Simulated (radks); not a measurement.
All-electron atom: neutral cadmium in [Kr] 4d10 5s2 (the NIST ground configuration).

Method: non-relativistic Kohn-Sham, PBE, spin-polarised, spherical densities, point nucleus; relativity is left out, which matters for an element this heavy; computed with a radial shooting solver on a logarithmic mesh with Libxc functionals.

Energy parts (hartree):
part                        energy
total                  -5467.05158
kinetic                 5464.79122
electron-nucleus      -13014.99082
Hartree                 2233.88139
exchange-correlation    -150.73337

Orbitals (lengths in bohr, moments of r in powers of bohr; r(max) is where P^2 peaks; r(90%) holds 90 % of the orbital's charge):
1s: occ. 2; eigenvalue (hartree) -942.5807; r(90%) 0.0564; r(max) 0.02099
2s: occ. 2; eigenvalue (hartree) -136.9562; r(90%) 0.211; r(max) 0.1165
2p: occ. 6; eigenvalue (hartree) -127.6759; r(90%) 0.190; r(max) 0.09128
3s: occ. 2; eigenvalue (hartree) -25.41808; r(90%) 0.545; r(max) 0.3360
3p: occ. 6; eigenvalue (hartree) -21.64848; r(90%) 0.545; r(max) 0.3225
3d: occ. 10; eigenvalue (hartree) -14.67338; r(90%) 0.528; r(max) 0.2662
4s: occ. 2; eigenvalue (hartree) -3.60126; r(90%) 1.32; r(max) 0.8219
4p: occ. 6; eigenvalue (hartree) -2.39505; r(90%) 1.44; r(max) 0.8569
4d: occ. 10; eigenvalue (hartree) -0.46450; r(90%) 2.03; r(max) 0.9751
5s: occ. 2; eigenvalue (hartree) -0.19399; r(90%) 4.62; r(max) 2.444

The highest occupied level is 5s at -5.279 eV. The density falls to 0.001 e/bohr^3 at r = 4.47 bohr. Summed over all electrons, <r^2> = 52.22 bohr^2, which gives a Langevin (diamagnetic) susceptibility term of -41.4 x 10^-6 cm^3/mol.
